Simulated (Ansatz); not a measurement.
CdH$_{5}$NOSi, SMILES `[NH2][Cd][O][SiH3]`. Total charge 0; spin multiplicity 1. Cd takes the def2 core potential. The structure was optimised at the PBE0-D4/def2-TZVP level. It is one conformer, not always the lowest.

```xyz
9

N     0.084   -1.865    2.375
Cd   -0.297   -0.823    0.713
O    -0.608    0.245   -0.900
Si    0.139    1.468   -1.655
H    -0.685   -1.807    3.033
H     0.211   -2.851    2.173
H     1.515    1.096   -2.108
H    -0.647    1.869   -2.855
H     0.287    2.669   -0.777
```

Task: What is the dipole moment at ωB97M-V/def2-TZVPP? (Best estimate.)

Result: Ansatz gave: 2.72 D, with components (-0.80, -2.03, 1.63) D in this frame, pointing from negative to positive charge.

Task: And with PBE, r2SCAN, B3LYP? (Estimate.)

Result: Ansatz gave: PBE 2.80 D, r2SCAN 2.81 D, B3LYP 2.75 D.

Task: Give the Mulliken charges with ωB97M-V, B3LYP, r2SCAN in def2-TZVPP. (Best estimate.)

Result: Computed: 
```json
{"atom": "N1", "ωB97M-V": "-0.54", "B3LYP": "-0.55", "r2SCAN": "-0.59"}
{"atom": "Cd2", "ωB97M-V": "0.82", "B3LYP": "0.77", "r2SCAN": "0.78"}
{"atom": "O3", "ωB97M-V": "-0.65", "B3LYP": "-0.62", "r2SCAN": "-0.64"}
{"atom": "Si4", "ωB97M-V": "0.35", "B3LYP": "0.45", "r2SCAN": "0.48"}
{"atom": "H5", "ωB97M-V": "0.12", "B3LYP": "0.13", "r2SCAN": "0.15"}
{"atom": "H6", "ωB97M-V": "0.12", "B3LYP": "0.13", "r2SCAN": "0.15"}
{"atom": "H7", "ωB97M-V": "-0.07", "B3LYP": "-0.11", "r2SCAN": "-0.11"}
{"atom": "H8", "ωB97M-V": "-0.06", "B3LYP": "-0.09", "r2SCAN": "-0.10"}
{"atom": "H9", "ωB97M-V": "-0.07", "B3LYP": "-0.11", "r2SCAN": "-0.11"}
```

B3LYP here is the variant with VWN-RPA as its local correlation; programs differ in this.
